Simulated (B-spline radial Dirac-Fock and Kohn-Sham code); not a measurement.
**Relativistic shifts of the levels of Sc¹⁰⁺**

System: the Sc¹⁰⁺ ion, configuration 1s2 2s2 2p6 3s1.

Both columns are ΔSCF binding energies of the configuration average from a radial finite-basis atomic code: non-relativistic Hartree-Fock with a point nucleus, and Dirac-Fock with a finite nucleus and the Coulomb interaction alone, averaged over the two j levels with weights 2j+1.

| shell | Hartree-Fock (eV) | Dirac-Fock (eV) | shift (eV) | shift (%) |
| --- | --- | --- | --- | --- |
| 2p | 651.0 | 651.9 | +0.93 | +0.14 |
| 3s | 248.1 | 249.3 | +1.23 | +0.50 |

Relativity binds 2p, 3s more strongly, among those listed most of all 3s in relative terms.

Values without a named source are computed, but for edge energies of neutral atoms, which are taken from tables.
